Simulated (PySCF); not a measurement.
Molecule: `CN[SiH2]C`, C₂H₉NSi.

Atoms are numbered as in `[CH3:1][NH:2][SiH2:3][CH3:4]`. Hydrogens are named by the atom that carries them.

Geometry PBE0-D3(BJ)/def2-SVP throughout; GIAO in PySCF 2.14.0 with density-fitted response routines, gas phase, one conformer, non-relativistic; equivalent atoms averaged; functional PBE0.

For orientation, pcSseg-0 gives these absolute shieldings σ: C1 160.5, C4 198.7, N2 273.5, Si3 398.7, H(Si3) 27.75, H(C1) 30.29, H(C4) 32.70, H(N2) 34.45 ppm.

A run gave: C1 154.2, C4 189.0, N2 252.2, Si3 382.2, H(Si3) 26.62, H(C1) 28.73, H(C4) 31.05, H(N2) 31.50 ppm (absolute shieldings σ).

Which basis set was used in that run?
A. cc-pVDZ
B. 6-311+G(2d,p)
C. def2-TZVP
D. pcSseg-1
E. def2-SVP

Results:

D. Si3 tells them apart best: pcSseg-1 gives 382.2, cc-pVDZ gives 448.0, def2-SVP gives 443.6, def2-TZVP gives 361.7, 6-311+G(2d,p) gives 373.1 ppm.
